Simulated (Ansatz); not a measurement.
Molecule: CH$_{2}$I, charge 0, multiplicity 2. It need not be the lowest isomer of its formula. 
Coordinates optimised at B3LYP-D3(BJ)/def2-TZVP (Ansatz, a program for electronic structure):
```
C
H 1 1.0769
H 1 1.0769 2 123.40
I 1 2.0455 2 118.30 3 -180.00
```
Charge 0, spin multiplicity 2.

Computed values are from Ansatz. Correlated levels leave the core frozen unless marked. UHF or UKS for open shells. No spin-orbit coupling. The frozen core is the preceding noble-gas configuration, with the filled d and f shells of earlier blocks. Past Kr the def2 sets carry scalar-relativistic core potentials. CBS(X,Y): correlation extrapolated as X^-3; Hartree-Fock from the larger set.

Task: What is the T1 diagnostic at CCSD/def2-QZVPPD?

Result: 0.021.

Task: What is the dipole moment at CCSD(T)/def2-SVPD?

Result: 0.67 D.

Task: What is the total energy at CCSD(T)/CBS(def2-TZVPPD,def2-QZVPPD)?

Result: -336.0365 Eh.

Task: What is the vertical electron affinity (to the singlet; negative means unbound) at CCSD(T)/CBS(def2-TZVPPD,def2-QZVPPD)?

Result: 0.50 eV.

Task: What is the atomisation energy De at CCSD(T)/CBS(def2-TZVPPD,def2-QZVPPD)?

Result: 263.6 kcal/mol.
